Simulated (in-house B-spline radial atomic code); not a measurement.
# RPA and G0W0 on HSE06: neutral technetium

Configuration [Kr] 4d5 5s2, highest spin, mean-field start HSE06. Computed with an all-electron radial atomic-structure program (B-spline basis): all electrons, scalar-relativistic (spin-free one-electron X2C), finite nucleus, each spin shell either full or empty, empty states to l = 9 with an (l + 1/2)⁻⁴ tail; G0W0 by contour deformation at full frequency.

Command:
```bash
python run_gw.py task.json out
```
Settings (radii: box in bohr, nucleus in fm):
```
Z                        43
electrons                43
configuration            [Kr] 4d5 5s2
hamiltonian              x2c
method                   hse06
lmax                     9
rms_radius               4.41117
spin_polarised           True
box_radius               40
intervals                73
ion_configuration        [Kr] 4d5 5s1
```

Cost of the run: 19 s on 1 thread of Arm Neoverse N1, on a shared host.

Energies (hartree):

```json
{"term": "mean-field total", "value": "-4284.97041"}
{"term": "Hartree-Fock functional on these orbitals", "value": "-4283.08265"}
{"term": "direct second order", "value": "-3.6317"}
{"term": "second-order exchange", "value": "1.0604"}
{"term": "SOSEX correction", "value": "0.96692"}
```

Task: What is the RPA correlation energy, and what remains with SOSEX?

Result: RPA gives -3.1467 hartree (-1.99 eV per electron); RPA + SOSEX gives -2.1797, and the second-order doubles -2.5713 hartree (no singles). RPA lacks exchange-type terms and so overcorrelates at short range.

Quasi-particle levels (eV):

```csv
level,occupied,mean field,Σx - vxc,Σc,QP weight,G0W0
5s down,yes,-4.485,-1.16,?,?,?
4d down,no,-3.162,7.02,-4.75,0.629,-0.885
```

G0W0 = mean field + (Σx - vxc) + Σc, with Σc (partial-wave tail included) taken at the quasi-particle energy. Only the outer levels were computed. Levels of low weight are left out.

Task: Where does G0W0 put 5s down?

Result: At -7.108 eV, with Σc = -1.46 eV and a quasi-particle weight of 0.831. The tabulated removal energy is 7.119 eV (NIST, measured); the calculation leaves out spin-orbit coupling, Breit and QED terms, and what these don't explain is the method's own error.

Task: What does it cost to remove one electron (to [Kr] 4d5 5s1) by differences of total energies, each species on its own start (correlation terms add to the Hartree-Fock functional)?

Result: HSE06 6.722 eV, Hartree-Fock functional 5.429 eV, + RPA 7.343 eV, + RPA + SOSEX 6.957 eV, + second order 8.168 eV. Tabulated: 7.119 eV (NIST, measured); the calculation leaves out spin-orbit coupling, Breit and QED terms, and what these don't explain is the method's own error.
